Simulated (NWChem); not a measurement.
System: GaH$_{2}$S$_{2}$Cl; SMILES [SH][Ga]([SH])[Cl]

```xyz
6

Ga     0.0000     0.0000     0.0048
Cl     0.0000     0.0000    -2.1359
S      1.9595     0.0000     0.9902
H      1.4408     0.0000     2.2384
S     -1.9595     0.0000     0.9902
H     -1.4408     0.0000     2.2384
```
Atoms are numbered in this order, from 1.

Program: NWChem. Medium grid unless said otherwise, to which SCAN and Minnesota functionals are sensitive. Structure relaxed at the PBE0/def2-SVP level. Hybrids' shares of exact exchange are those that their runs print; pure functionals count as 0. The functionals differ in more than this share.

```
row              share of exact exchange  orbital gap (eV)
---------------  -----------------------  ----------------
PBE/def2-TZVP                       0.00              4.50
BLYP/def2-TZVP                      0.00              4.38
B3LYP/def2-TZVP                     0.20          withheld
M06/def2-TZVP                       0.27              6.41
MPW1K/def2-TZVP                     0.43              8.20
```

### Question
Fit a straight line of the last column on the one before it, predict the withheld value, and compare with the run.

### Answer

1. Means of the 4 shown rows: x = 0.175, y = 5.872. Slope Σ(x − x̄)(y − ȳ)/Σ(x − x̄)² = 1.146/0.1353 = 8.470; intercept 4.390.
2. The shown rows scatter about the line by 0.167 (root mean square); the largest residual is -0.27, at M06/def2-TZVP.
3. At x = 0.20 (B3LYP/def2-TZVP; inside the shown range) the line gives 6.08.
4. The run gives 6.08, 0.00 from the line, 0.0 times the scatter.
